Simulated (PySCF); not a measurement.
BiHCl2, SMILES [Cl][BiH][Cl].

The structure is a stationary point at PBE0-D3(BJ)/def2-TZVP. The def2 effective core potentials stand for the cores of Bi; spin–orbit coupling is left out.

These are TDDFT-LC-ωPBE/def2-SVPD run with PySCF values and carry that method's errors.

Vertical excitations.  State labels are in the subgroup Cs.

**Question.** List the lowest excited states. (The exact figures need the calculation; the answer reports its results.)

**Answer.** 
```json
[
 {"state": "S1", "symmetry": "A'", "energy (eV)": "4.99", "λ (nm)": "248", "f": "0.031", "main pairs": "HOMO→LUMO 94 %"},
 {"state": "S2", "symmetry": "A\"", "energy (eV)": "5.26", "λ (nm)": "236", "f": "0.022", "main pairs": "HOMO→LUMO+1 91 %"},
 {"state": "S3", "symmetry": "A\"", "energy (eV)": "6.04", "λ (nm)": "205", "f": "0.007", "main pairs": "HOMO−1→LUMO 62 %, HOMO−2→LUMO+1 26 %"},
 {"state": "S4", "symmetry": "A'", "energy (eV)": "6.14", "λ (nm)": "202", "f": "0.028", "main pairs": "HOMO−2→LUMO 60 %, HOMO−1→LUMO+1 27 %"},
 {"state": "S5", "symmetry": "A\"", "energy (eV)": "6.33", "λ (nm)": "196", "f": "0.014", "main pairs": "HOMO−3→LUMO 80 %"},
 {"state": "S6", "symmetry": "A'", "energy (eV)": "6.50", "λ (nm)": "191", "f": "0.020", "main pairs": "HOMO−1→LUMO+1 51 %, HOMO−2→LUMO 21 %, HOMO−3→LUMO+1 14 %"},
 {"state": "S7", "symmetry": "A'", "energy (eV)": "6.78", "λ (nm)": "183", "f": "0.001", "main pairs": "HOMO−3→LUMO+1 62 %, HOMO−2→LUMO 12 %, HOMO−1→LUMO+1 11 %"},
 {"state": "S8", "symmetry": "A'", "energy (eV)": "7.11", "λ (nm)": "174", "f": "0.157", "main pairs": "HOMO→LUMO+2 90 %"},
 {"state": "S9", "symmetry": "A\"", "energy (eV)": "7.20", "λ (nm)": "172", "f": "0.139", "main pairs": "HOMO−2→LUMO+1 61 %, HOMO−1→LUMO 16 %, HOMO−5→LUMO 12 %"},
 {"state": "S10", "symmetry": "A'", "energy (eV)": "7.34", "λ (nm)": "169", "f": "0.030", "main pairs": "HOMO−4→LUMO 66 %, HOMO−3→LUMO+1 10 %"},
 {"state": "T1", "symmetry": "A'", "energy (eV)": "4.30", "λ (nm)": "288", "f": "0", "main pairs": "HOMO→LUMO 90 %"},
 {"state": "T2", "symmetry": "A\"", "energy (eV)": "4.52", "λ (nm)": "274", "f": "0", "main pairs": "HOMO→LUMO+1 90 %"},
 {"state": "T3", "symmetry": "A\"", "energy (eV)": "5.51", "λ (nm)": "225", "f": "0", "main pairs": "HOMO−1→LUMO 79 %"},
 {"state": "T4", "symmetry": "A'", "energy (eV)": "5.53", "λ (nm)": "224", "f": "0", "main pairs": "HOMO→LUMO+2 66 %"}
]
```
Triplets are in the Tamm–Dancoff approximation, which puts them higher than full response would, so one can lie above its singlet here.
